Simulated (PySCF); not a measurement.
# Ag⁺: ionisation energy

Ag⁺ [Kr] 4d10 (1S) → Ag²⁺ [Kr] 4d9 (2D), as a difference of total energies. Calculation: PySCF 2.14, in ANO-RCC-VTZP (7s6p4d2f1g, 68 functions); scalar relativity by spin-free X2C-1e. Correlated levels: valence: [Kr] frozen; valence and next inner shell: [Ar] 3d10 frozen. The calculations carry no spin-orbit coupling.

**Question.** Order these methods by the ionisation energy they give, lowest first.
A. r2SCAN
B. MN15
C. wB97X
D. PBE

**Answer.** C (21.699 eV), A (21.767 eV), B (21.950 eV), D (22.014 eV).

A first-order spin-orbit estimate (lowest level to lowest level, LS coupling) adds -0.237 eV.

Errors of the correlated levels include the incompleteness of this basis and the frozen core.

For comparison: 21.484 eV (measured; NIST Atomic Spectra Database, ionization energies).
